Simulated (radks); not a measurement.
Values are calculated unless marked as measured or tabulated.
Cr V, 20 electrons, occupied as [Ar] 3d2 (the NIST ground configuration).

Level of theory: non-relativistic Kohn-Sham, B86b exchange with PBE correlation, spin-polarised, spherical densities, point nucleus; open shells are filled with parallel spins first (a radial shooting solver on a logarithmic mesh with Libxc functionals).

Energy parts (hartree):
| part | energy |
|---|---|
| total | -1040.57118 |
| kinetic | 1039.78994 |
| electron-nucleus | -2427.51972 |
| Hartree | 394.00899 |
| exchange-correlation | -46.85038 |

Orbitals (lengths in bohr, moments of r in powers of bohr):
orbital  occ.  eigenvalue (hartree)     <r^2>       <r^4>
1s up       1             -216.7051  0.005526  0.00007806
1s down     1             -216.7055  0.005526  0.00007806
2s up       1             -26.51982    0.1035     0.01872
2s down     1             -26.48038    0.1033     0.01863
2p up       3             -22.87633   0.08385     0.01434
2p down     3             -22.84656   0.08360     0.01424
3s up       1              -4.87125    0.8916       1.253
3s down     1              -4.77587    0.8961       1.268
3p up       3              -3.83683    0.9827       1.611
3p down     3              -3.74324    0.9906       1.643
3d up       2              -2.18268     1.251       3.160
3d down     0              -2.09196     1.284       3.356
4s up       0              -1.50025     5.547       44.37
4s down     0              -1.45515     5.629       45.81
4p up       0              -1.23549     6.771       66.89

The highest occupied level is 3d up at -59.394 eV. For comparison, the ionisation energy in NIST's Atomic Spectra Database is 69.46 eV (semi-empirical). In exact Kohn-Sham theory the highest level is minus the ionisation energy, but local and semilocal functionals leave it too shallow, through self-interaction and a potential that decays too fast; potentials with the right tail come closer. The electron density at the nucleus is 9331 e/bohr^3. Virial ratio -V/T = 2.00075.
